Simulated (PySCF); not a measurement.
Ga(H)(Cl)(OH) (ClGaH2O), SMILES [OH][GaH][Cl].

Coordinates come from a PBE0-D3(BJ)/def2-TZVP optimisation. One conformer was computed; it need not be the lowest.

Computed with TDA-M06-2X/def2-SVPD in PySCF.

Vertical excitations. The molecule is in vacuum. State labels are in the subgroup Cs.

```
state  symmetry  energy (eV)  λ (nm)      f                                                                 main pairs
-----  --------  -----------  ------  -----  -------------------------------------------------------------------------
S1           A"         6.46     192  0.009                                                             HOMO→LUMO 95 %
S2           A'         7.16     173  0.043                                                           HOMO−1→LUMO 80 %
S3           A"         7.22     172  0.006                                                           HOMO−2→LUMO 93 %
S4           A"         7.35     169  0.000                 HOMO−1→LUMO+1 64 %, HOMO−1→LUMO+2 13 %, HOMO−3→LUMO+1 12 %
S5           A'         7.43     167  0.074                                         HOMO→LUMO+1 52 %, HOMO→LUMO+2 29 %
S6           A'         7.76     160  0.001                                       HOMO−3→LUMO 50 %, HOMO−2→LUMO+1 25 %
S7           A"         7.92     157  0.083                   HOMO−3→LUMO+1 45 %, HOMO−1→LUMO+2 22 %, HOMO−4→LUMO 12 %
S8           A"         8.04     154  0.023                                                           HOMO−4→LUMO 83 %
S9           A'         8.27     150  0.110   HOMO−3→LUMO 28 %, HOMO→LUMO+1 26 %, HOMO→LUMO+2 18 %, HOMO−2→LUMO+1 14 %
S10          A'         8.65     143  0.278  HOMO→LUMO+2 33 %, HOMO−2→LUMO+2 26 %, HOMO−2→LUMO+1 16 %, HOMO→LUMO+3 9 %
T1           A"         6.16     201      0                                           HOMO→LUMO 84 %, HOMO−2→LUMO 13 %
T2           A'         6.43     193      0                                         HOMO−1→LUMO 80 %, HOMO−3→LUMO 14 %
T3           A'         6.68     186      0                      HOMO→LUMO+1 50 %, HOMO→LUMO+2 22 %, HOMO−2→LUMO+1 9 %
T4           A"         6.96     178      0                                       HOMO−2→LUMO 67 %, HOMO−1→LUMO+1 12 %
```
Triplets are in the Tamm–Dancoff approximation.
